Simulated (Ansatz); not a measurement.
Input file for ClFH5NO2Si2, SMILES `O[Si](O)(F)N[SiH2]Cl`:

```yaml
crystal:
  periodic: [false, false, false]
  atoms:
    - {symbol: O, position_ang: [-0.760467, 0.070934, -2.386805]}
    - {symbol: Si, position_ang: [-0.315322, -0.506876, -0.941332]}
    - {symbol: O, position_ang: [0.738898, -1.713484, -1.229998]}
    - {symbol: F, position_ang: [-1.544545, -1.091828, -0.118260]}
    - {symbol: N, position_ang: [0.263043, 0.774511, 0.023072]}
    - {symbol: Si, position_ang: [0.031900, 1.023568, 1.703250]}
    - {symbol: Cl, position_ang: [1.019594, -0.406648, 2.824514]}
    - {symbol: H, position_ang: [-0.733396, -0.535456, -3.128614]}
    - {symbol: H, position_ang: [1.084657, -2.196925, -0.477716]}
    - {symbol: H, position_ang: [0.991296, 1.336291, -0.396515]}
    - {symbol: H, position_ang: [0.616785, 2.334005, 2.060492]}
    - {symbol: H, position_ang: [-1.392453, 0.911917, 2.067922]}
basis:
  gaussian: {orbitals: def2-TZVPP}
correlation: {method: ccsd_t}
```

```sh
$ ansatz run in.yaml --threads 2 --pin off --events-out ev --progress --plain --max-ram 22528MiB --backend cuda --devices 0, --max-vram 18GiB
```

The program prints (abridged):

```
Functional definition: HF
1931 factors; integrals over basis functions are off by at most 1.2e-3 eV
mean field evaluation 1: about -36576.3061 eV, gradient 5.8e1 eV
mean field evaluation 2: about -36576.6640 eV, gradient 5.9e1 eV
mean field evaluation 4: about -36582.7174 eV, gradient 3.6e0 eV
mean field evaluation 8: about -36582.7903 eV, gradient 3.0e-1 eV
mean field -36582.79060224 eV, -1344.3927579264 hartree, gradient 3.2e-6 eV, S^2 0.000000; 0 other end points of the search recorded, 0 dependent functions left out
19 core orbitals not correlated: weight in the atoms' cores, before any rotation towards them, 1.000 or more for the frozen orbitals, at most 0.000 for the correlated occupied ones
reference -36582.79060224 eV, -1344.3927579264 hartree; 22, 22 occupied and 279, 279 virtual orbitals, 1931 factors
second order -36.88745547 eV of doubles, -0.00000000 eV of singles
cycle   1  -37.10406334 eV  change   -2.2e-1 eV  update   1.2e-1
cycle   2  -37.86102817 eV  change   -7.6e-1 eV  update   3.2e-2
cycle   3  -38.02237596 eV  change   -1.6e-1 eV  update   1.6e-2
cycle   4  -38.00183932 eV  change    2.1e-2 eV  update   3.2e-3
cycle   5  -38.00024627 eV  change    1.6e-3 eV  update   1.4e-3
cycle   6  -38.00111930 eV  change   -8.7e-4 eV  update   4.0e-4
cycle   7  -38.00088299 eV  change    2.4e-4 eV  update   1.4e-4
cycle   8  -38.00079385 eV  change    8.9e-5 eV  update   4.5e-5
cycle   9  -38.00080518 eV  change   -1.1e-5 eV  update   1.9e-5
perturbative correction -1.36078097 eV, -0.0500077782 hartree
Total energy: -36622.15218840 eV, -1345.8392695373 hartree
```

It took 8 s on 2 threads of an AMD EPYC 7R13 on a shared host and a share of an NVIDIA H100 80 GB, with 0.87 GiB of host memory at the peak.

MP2 recovers 93.7 % of the CCSD(T) correlation energy and the triples give 3.5 %; T1 = 0.0108.
